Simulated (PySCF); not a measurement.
## Ru (ruthenium, neutral) across methods

[Kr] 4d6 5s1 5p1, one real determinant (an excited configuration). All numbers are calculated (PySCF 2.14, a scalar-relativistic core potential, in aug-cc-pVTZ-PP with ECP28MDF).

| method | E (hartree) | mean ε 4d β (eV) | mean ε 5s α (eV) | mean ε 5p α (eV) | Σ⟨r²⟩ (bohr²) | ⟨S²⟩ |
| --- | --- | --- | --- | --- | --- | --- |
| B97-3 | -94.3648 | -8.885 | -7.414 | -3.235 | 60.01 | 12.001 |
| LDA | -94.1587 | -7.179 | -6.974 | -2.697 | 60.22 | 12.001 |
| B3LYP | -94.3949 | -8.616 | -7.357 | -3.091 | 60.51 | 12.001 |
| UHF | -93.75617 | -12.446 | -9.638 | -5.215 | 60.43 | 12.003 |
| PBE | -94.3752 | -7.220 | -6.749 | -2.618 | 60.50 | 12.001 |
| r2SCAN | -94.4110 | -7.155 | -7.042 | -2.770 | 59.37 | 12.001 |
| PBE0 | -94.3643 | -8.735 | -7.587 | -3.320 | 59.95 | 12.001 |
| TPSSh | -94.3358 | -7.931 | -7.043 | -2.876 | 59.99 | 12.001 |

Q: Estimate the same row for BP86.

A: E (hartree) = -94.4514; mean ε 4d β (eV) = -7.461; mean ε 5s α (eV) = -6.887; mean ε 5p α (eV) = -2.725; Σ⟨r²⟩ (bohr²) = 60.16; ⟨S²⟩ = 12.001.

⟨L²⟩ = 8.02 against 12 for a pure F term, so this real determinant mixes terms. Energies and moments cover only the electrons outside the core potential.
